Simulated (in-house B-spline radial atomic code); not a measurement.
**Ionising Bi68+ with different functionals**

Computed with an all-electron radial atomic-structure program (B-spline basis): scalar-relativistic (spin-free X2C) Hamiltonian, Fermi nucleus of rms radius 5.5211 fm, spin-polarised at highest spin, spherical fractional occupations for the functionals. The ionisation energy is the difference of two self-consistent energies, [Ne] 3s2 3p3 → [Ne] 3s2 3p2, without Breit or QED terms; ε is the level of the shell that loses the electron (its least bound occupied spin orbital). There is no spin-orbit coupling in this Hamiltonian.

Hybrids are left out here: with spherical fractional occupations of an open shell their exact exchange keeps a self-interaction that integer-occupation calculations don't have.

```csv
method,rung,ΔSCF (eV),-ε(3p) (eV)
OLYP,GGA,8238.2,8166.8
BLYP,GGA,?,?
AM05,GGA,8229.7,8158.0
revTPSS,meta-GGA,?,?
```

**Question.** What does BLYP give?

**Answer.** ΔSCF 8232.9 eV, and -ε(3p) = 8161.2 eV.

**Question.** What does revTPSS give?

**Answer.** ΔSCF 8232.7 eV, and -ε(3p) = 8161.7 eV.

**Question.** How do they compare with the NIST value?

**Answer.** NIST lists 8010 eV ± 50 (tabulated theory, ground level to ground level). Errors run from +219.7 to +228.2 eV. The correlated functionals all miss on the same side by more than they spread, so the cause is common to them (spin-orbit coupling, Breit-QED terms, multiplet and fine-structure energies, or a listed next ion that isn't the cheapest removal here) and closeness doesn't rank the functionals.
